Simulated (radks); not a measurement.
All-electron atom: Hf6+ in [Kr] 4d10 4f13 5s2 5p5.

Calculated with a radial shooting solver on a logarithmic mesh with Libxc functionals: Dirac Kohn-Sham, PBE, spin-unpolarised, spherical densities, finite nucleus; open shells fill j = l - 1/2 first; Fermi nuclear charge, rms radius 5.347 fm.

Energy parts (hartree):
| part | energy |
|---|---|
| total | -15086.6021 |
| kinetic | 16870.8990 |
| electron-nucleus | -37362.3415 |
| Hartree | 5711.6355 |
| exchange-correlation | -306.7951 |

Orbitals (lengths in bohr, moments of r in powers of bohr):
| orbital | occ. | eigenvalue (hartree) | <r> | small-component weight |
|---|---|---|---|---|
| 1s1/2 | 2 | -2398.413 | 0.01899 | 7.33e-02 |
| 2s1/2 | 2 | -412.5566 | 0.07978 | 1.65e-02 |
| 2p1/2 | 2 | -394.2346 | 0.06612 | 1.66e-02 |
| 2p3/2 | 4 | -350.4379 | 0.07385 | 1.51e-02 |
| 3s1/2 | 2 | -96.45060 | 0.2082 | 5.41e-03 |
| 3p1/2 | 2 | -88.31121 | 0.1981 | 5.35e-03 |
| 3p3/2 | 4 | -78.92546 | 0.2124 | 4.92e-03 |
| 3d3/2 | 4 | -65.12289 | 0.1863 | 4.80e-03 |
| 3d5/2 | 6 | -63.07589 | 0.1908 | 4.68e-03 |
| 4s1/2 | 2 | -21.93740 | 0.4676 | 1.77e-03 |
| 4p1/2 | 2 | -18.59765 | 0.4739 | 1.68e-03 |
| 4p3/2 | 4 | -16.44212 | 0.5064 | 1.51e-03 |
| 4d3/2 | 4 | -10.94397 | 0.5263 | 1.33e-03 |
| 4d5/2 | 6 | -10.54750 | 0.5376 | 1.28e-03 |
| 4f5/2 | 6 | -3.73195 | 0.6328 | 8.88e-04 |
| 4f7/2 | 7 | -3.66367 | 0.6416 | 8.70e-04 |
| 5s1/2 | 2 | -5.32625 | 1.090 | 4.10e-04 |
| 5p1/2 | 2 | -4.31528 | 1.182 | 3.48e-04 |
| 5p3/2 | 3 | -3.97210 | 1.262 | 3.10e-04 |

The highest occupied level is 4f7/2 at -99.694 eV. The electron density at the nucleus is 1.209e+06 e/bohr^3.
